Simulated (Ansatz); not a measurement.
## Abstraction of Cl: CHCl2I + C2H9Si2 → CHClI + C2H9ClSi2

Species: CHCl2I (dichloroiodomethane) `ClC(Cl)I`, singlet; C2H9Si2 `C[SiH][SiH2]C`, doublet; CHClI `Cl[CH]I`, doublet; C2H9ClSi2 `C[SiH2][SiH](C)Cl`, singlet. A radical takes Cl: the energy is the difference in strength between the C–Cl bond broken and the Si–Cl bond made.

Shapes, held fixed at every level: PBE0-D4/def2-TZVP. Flexible molecules stand in one conformer, not always the lowest. Programs: Ansatz 0.2.0. Electronic energies: no zero-point or thermal term.

Q: Estimate ΔE of this reaction.

A: The highest level, CCSD(T)/def2-TZVPP, gives ΔE = -146.6 kJ/mol; the levels span -156.3 to -136.1. The column of differences is taken from that level and isn't an error. No measured value is set beside it here. Spin contamination: CHClI (⟨S²⟩ up to 0.78). Open shells run unrestricted. For atoms past krypton def2 sets carry core potentials with scalar relativity. Outer-core shells of I are correlated, in sets that cover them unevenly.

```json
{"level": "PBE-D4/def2-TZVPP", "kind": "GGA", "ΔE (kJ/mol)": "-136.1", "less CCSD(T)/def2-TZVPP": "+10.5"}
{"level": "r2SCAN-D4/def2-TZVPP", "kind": "meta-GGA", "ΔE (kJ/mol)": "-154.0", "less CCSD(T)/def2-TZVPP": "-7.4"}
{"level": "B3LYP-D4/def2-TZVPP", "kind": "global hybrid", "ΔE (kJ/mol)": "-151.2", "less CCSD(T)/def2-TZVPP": "-4.6"}
{"level": "PBE0-D4/def2-TZVPP", "kind": "global hybrid", "ΔE (kJ/mol)": "-146.2", "less CCSD(T)/def2-TZVPP": "+0.4"}
{"level": "wB97M-V/def2-TZVPP", "kind": "range-separated hybrid", "ΔE (kJ/mol)": "-153.4", "less CCSD(T)/def2-TZVPP": "-6.8"}
{"level": "wB97X-V/def2-TZVPP", "kind": "range-separated hybrid", "ΔE (kJ/mol)": "-156.3", "less CCSD(T)/def2-TZVPP": "-9.7"}
{"level": "CCSD/def2-TZVPP", "kind": "coupled cluster or CI", "ΔE (kJ/mol)": "-152.3", "less CCSD(T)/def2-TZVPP": "-5.7"}
{"level": "CCSD(T)/def2-TZVPP", "kind": "coupled cluster or CI", "ΔE (kJ/mol)": "-146.6", "less CCSD(T)/def2-TZVPP": "0.0"}
```
